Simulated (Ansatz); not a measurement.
`CBCC[SiH3]`. Charge 0, multiplicity 1.

```xyz
16

C    -0.864   -0.670    2.320
B    -0.618    0.542    1.372
C    -0.686    0.428   -0.182
C     0.796    0.138   -0.542
Si    1.041   -0.038   -2.395
H    -0.175   -0.714    3.167
H    -0.903   -1.643    1.824
H    -1.857   -0.500    2.767
H    -0.298    1.600    1.849
H    -1.005    1.345   -0.683
H    -1.313   -0.395   -0.538
H     1.448    0.941   -0.181
H     1.143   -0.782   -0.058
H     0.624    1.217   -3.078
H     0.203   -1.155   -2.910
H     2.464   -0.315   -2.732
```

Question: Give the diagnostics of a CCSD(T)/def2-TZVPP run (frozen core, the Gaussian-basis code of Ansatz). (Estimate.)

Answer: Ansatz gave: T1 = 0.0104, largest single amplitude 0.015, largest double 0.015, (T) share of the correlation energy 3.6 %, 9 CCSD cycles. The RHF solution is stable towards an unrestricted one. T1 lies under the customary mark of 0.02 for closed shells.
